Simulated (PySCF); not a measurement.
**Basis and Hamiltonian dependence of the ionisation energy of W**

W [Xe] 4f14 5d4 6s2 (5D) → W+ [Xe] 4f14 5d4 6s1 (6D). All values are computed (PySCF 2.14, energy differences of UHF-based or UKS calculations, no spin-orbit coupling). Values in eV.

```tsv
basis	Hamiltonian	functions	UHF	LDA	PBE0	MP2 (valence)	CCSD(T) (valence)	CCSD(T) (valence and next inner shell)
cc-pVDZ-PP with ECP60MDF	ECP	38	5.912	n/a	7.326	7.039	n/a	n/a
def2-TZVP with the def2 core potential (60 electrons)	ECP	40	5.875	n/a	n/a	6.966	n/a	n/a
aug-cc-pVDZ-PP with ECP60MDF	ECP	54	5.909	7.946	7.320	7.144	7.457	n/a
def2-TZVPPD with the def2 core potential (60 electrons)	ECP	59	5.871	7.901	7.277	7.130	7.412	7.548
cc-pVTZ-PP with ECP60MDF	ECP	63	5.884	n/a	n/a	7.186	n/a	n/a
def2-QZVPPD with the def2 core potential (60 electrons)	ECP	84	5.873	7.898	7.271	7.206	7.488	7.617
aug-cc-pVTZ-PP with ECP60MDF	ECP	88	5.886	7.908	7.279	7.237	7.522	n/a
x2c-TZVPPall	spin-free X2C	97	5.919	8.048	7.412	6.763	7.040	n/a
ANO-RCC-VTZP	spin-free X2C	104	5.916	8.085	7.413	7.058	7.398	n/a
x2c-TZVPPall with one added diffuse shell each of s, p, d, f type	spin-free X2C	113	5.918	8.045	7.409	6.786	7.061	n/a
aug-cc-pVTZ-PP with one added diffuse shell each of s, p, d, f, g type with ECP60MDF	ECP	113	5.885	7.908	7.279	7.238	n/a	n/a
aug-cc-pwCVTZ-PP with ECP60MDF	ECP	122	5.884	7.908	7.279	7.241	n/a	n/a
aug-cc-pVQZ-PP with ECP60MDF	ECP	135	5.883	7.907	7.279	7.277	n/a	n/a
x2c-QZVPPall	spin-free X2C	144	5.886	n/a	n/a	n/a	n/a	n/a
```

Extrapolation of MP2 (valence) from aug-cc-pVTZ-PP with ECP60MDF and aug-cc-pVQZ-PP with ECP60MDF: the correlation parts are 1.351 and 1.394 eV; with the X⁻³ form and unrounded values, (4³ × 1.394 − 3³ × 1.351)/(4³ − 3³) = 1.425 eV, and adding the Hartree-Fock value 5.883 eV of the larger basis gives 7.308 eV.

Frozen in the all-electron rows: valence and next inner shell: [Kr] 4d10 4f14; valence: [Xe] 4f14; with a core potential, the same shells as far as they lie outside it.

Reference for a calculation without spin-orbit coupling: 7.825 eV (measured, between term centres; NIST).
